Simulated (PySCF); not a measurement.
BClFH₂N, SMILES NB(F)Cl. Coordinates come from a B3LYP-D3(BJ)/def2-SVP optimisation. One conformer was computed; it need not be the lowest.

All values below come from B3LYP-D3(BJ)/def2-SVP (PySCF).

Harmonic wavenumbers (cm⁻¹): 321, 385, 456, 541, 596, 645, 894, 1240, 1431, 1595, 3605, 3715. Rotational constants (GHz): 9.733, 4.539, 3.095; symmetry number 1.

Work out the zero-point energy and the ideal-gas rigid-rotor harmonic-oscillator thermochemistry at 298.15 K and 1 atm.

ZPE = ½ Σ hcν = ½ × 15426 cm⁻¹ = 22.05 kcal/mol. H − E(el) = 25.40 kcal/mol. Entropy in cal/(mol K): translation 39.10, rotation 25.27, vibration 4.70, total 69.07. G − E(el) = 4.80 kcal/mol. Cp = 16.40 cal/(mol K).
